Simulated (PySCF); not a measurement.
These 2 structures share the formula C9H9F. Method: PySCF, PBE0-D3(BJ)/def2-SVP geometry optimisation, gas phase. One conformer each; no zero-point energy, no entropy. No frequencies were run at this level. Point groups hold within 0.08 Å.

Question: Rank from lowest to highest electronic energy at this level (kcal/mol).
A. `[F:1][CH2:2][C:3]1=[CH:4][C@@H:5]2[C@@H:6]3[CH:7]=[CH:8][C@H:9]1[C@H:10]23` with F1–C2–C3–C4 2°, C3–C4–C5–C6 56°, C4–C5–C6–C7 0°, C5–C6–C7–C8 -55°, C7–C8–C9–C10 -16°
B. `[F:1][c:2]1[cH:3][cH:4][cH:5][c:6]([CH:7]2[CH2:8][CH2:9]2)[cH:10]1` with C5–C6–C7–C8 147°

Answer: B (0.0), A (33.5).

As drawn, the lower has an aromatic ring, which the higher lacks; the higher has a C=C bond outside aromatic rings, which the lower lacks.

```
                              SMILES      E (Eh)  E rel (kcal/mol)  dipole (D)  point group       A, B, C (MHz)
                    Fc1cccc(C2CC2)c1  -447.37479               0.0        1.74      near Cs  2484, 933.0, 716.4
FCC1=C[C@@H]2[C@@H]3C=C[C@H]1[C@H]23  -447.32142              33.5        1.60           C1   2883, 1083, 960.7
```
